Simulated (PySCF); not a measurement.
C2H8O2Si (SMILES CO[SiH](C)O), singlet, at a GFN2-xTB geometry. Base run: CAMB3LYP/6-31G, polarisability (PySCF).

PySCF was given this input:
```python
from pyscf import gto, scf, dft
from pyscf.prop import polarizability

mol = gto.M(
    atom='''
Si    0.24120922    0.38200548   -0.35417296
C     2.01583613   -0.22214367   -0.58316446
O     0.05277555    1.36778053    0.93812686
O    -0.61415668   -0.95821090   -0.06120456
C    -1.93445120   -1.04713912    0.38781640
H    -0.25897312    1.09964460   -1.53345909
H     2.08364845   -0.95556127   -1.37781040
H     2.66815177    0.60494891   -0.84541391
H     2.40654743   -0.67933323    0.32087463
H     0.57384359    2.15854095    1.03523091
H    -2.09843365   -0.38863886    1.24232137
H    -2.12057845   -2.08073740    0.68215241
H    -2.62839578   -0.76780076   -0.40876446
''',
    basis='6-31g',
    verbose=4,
)

mf = dft.RKS(mol)
mf.xc = 'camb3lyp'
mf.kernel()
alpha = mf.Polarizability().polarizability()[2, 2]
print('alpha_zz =', alpha)
```

Each row names what was changed in the base input (with any setting that the change needs).

```csv
change,alpha_zz (bohr³),basis functions,core-seconds (rough)
base,41.33,65,40
functional = pbe,43.27,65,20
finite field (a.u.) = 0.001; conv_tol = 1e-6,41.33,65,40
basis = STO-3G,[?],[?],20
finite field (a.u.) = 0.05; conv_tol = 1e-11,41.58,65,100
functional = pbe0,41.85,65,20
basis = 6-31+G*,48.88,110,100
functional = hf,39.29,65,2
"functional = lda,vwn",[?],65,10
finite field (a.u.) = 2e-4; conv_tol = 1e-6,39.08,65,30
basis = cc-pVDZ,44.42,114,100
finite field (a.u.) = 0.02; conv_tol = 1e-11,41.37,65,70
```

### Question
Complete the blanks.

### Answer

- basis = STO-3G, alpha_zz (bohr³): 21.89
- basis = STO-3G, basis functions: 37
- functional = lda,vwn, alpha_zz (bohr³): 43.77

Finite-field rows take the second difference of the energy in a field along z; a small field with loose convergence shows SCF noise divided by the square of the field, and a large one adds hyperpolarisability.
